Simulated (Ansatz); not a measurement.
`CNB[SiH3]` + `B[SiH2]N` → `B[SiH2]N[SiH3]` + `BNC` at 700 K and 1 bar (cleavage of the Si–B bond).

Calculated with Ansatz (gas phase, PBE0-D4/def2-TZVP geometries, no zero-point term in ΔE). CCSD(T)/CBS adds triple-zeta CCSD(T) − MP2 to the extrapolated MP2 energy (def2 sets, frozen cores). Each species was taken in one conformer, which may not be the lowest.

```
         species  CCSD(T)/CBS energy (Eh)  H − E (kJ/mol)  S (J/(mol·K))
     `CNB[SiH3]`               -411.45901           322.8          448.9
      `B[SiH2]N`               -372.16627           230.4          405.1
`B[SiH2]N[SiH3]`               -662.46710           295.2          505.2
           `BNC`               -121.18426           253.9          346.7
```

H − E and S are ideal-gas, rigid-rotor, harmonic terms from PBE0-D4/def2-TZVP, for one conformer and one mirror image of each species. 1 Eh = 2625.50 kJ/mol, R = 8.31446 J/(mol·K).

**Question.** By hand: ΔE, ΔH, ΔS and ΔG.

**Answer.** ΔE = (-662.46710) + (-121.18426) − (-411.45901) − (-372.16627) = -0.02608 Eh = -68.5 kJ/mol. Δ(H − E) = 295.2 + 253.9 − 322.8 − 230.4 = -4.1, so ΔH = -72.6 kJ/mol. ΔS = 505.2 + 346.7 − 448.9 − 405.1 = -2.1 J/(mol·K). ΔG = -72.6 − 700 × (-2.1)/1000 = -71.1 kJ/mol.

**Question.** By hand: the equilibrium constant, and the temperature at which ΔG would vanish if ΔH and ΔS stayed fixed.

**Answer.** log₁₀ K = −ΔG/(RT ln 10) = 5.3. ΔG = 0 at ΔH/ΔS = 34571 K, far beyond where these terms or the molecules hold.

The number of gas molecules stays the same, so ΔS is small and ΔH decides. A doubt of 5 kJ/mol in ΔE shifts log₁₀ K by 0.4 here. Other conformers and mirror images would add mixing entropy, several J/(mol·K) or more a flexible species. Modes under 60 cm⁻¹, often nearly free rotors, make the harmonic entropy too high. These are equilibria of isolated gas molecules and say nothing of rates. Largest T1 diagnostic: 0.014 (customary marks: 0.02 for closed shells, 0.045 for open ones).
